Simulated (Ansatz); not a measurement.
Start from `O=C[SiH]1N[SiH2]1` and change one atom or group to get `Cl[SiH]1N[SiH2]1`.

Ansatz, PBE0-D4/def2-TZVP geometries, multiplicity 1. Each molecule was computed in one conformer, which needn't be the lowest.

| property | `O=C[SiH]1N[SiH2]1` |
| --- | --- |
| HOMO energy (PBE/def2-TZVPP) / eV | -5.44 |
| HOMO energy (PBE0/def2-TZVPP) / eV | -6.80 |
| HOMO–LUMO gap (ωB97M-V/def2-TZVPP) / eV | 9.16 |
| HOMO energy (B3LYP/def2-TZVPP) / eV | -6.60 |
| LUMO energy (PBE0/def2-TZVPP) / eV | -1.90 |
| size of the dipole moment (PBE/def2-TZVPP) / D | 2.88 |

Task: Give the same properties after the change, and the shifts. (Estimate.)

Result: Computed: 
```tsv
property	`Cl[SiH]1N[SiH2]1`	shift
HOMO energy (PBE/def2-TZVPP) / eV	-6.22	-0.78
HOMO energy (PBE0/def2-TZVPP) / eV	-7.29	-0.49
HOMO–LUMO gap (ωB97M-V/def2-TZVPP) / eV	10.29	1.13
HOMO energy (B3LYP/def2-TZVPP) / eV	-7.09	-0.49
LUMO energy (PBE0/def2-TZVPP) / eV	-0.74	1.16
size of the dipole moment (PBE/def2-TZVPP) / D	1.65	-1.23
```

With PBE0 the HOMO falls by 0.49 eV and the LUMO rises by 1.16 eV, so the gap widens by about 1.65 eV. PBE moves the HOMO by -0.78 eV and ωB97M-V by -0.32 eV. Dipoles are sizes alone; their direction can turn.

B3LYP here is the variant with VWN-RPA as its local correlation; programs differ in this.
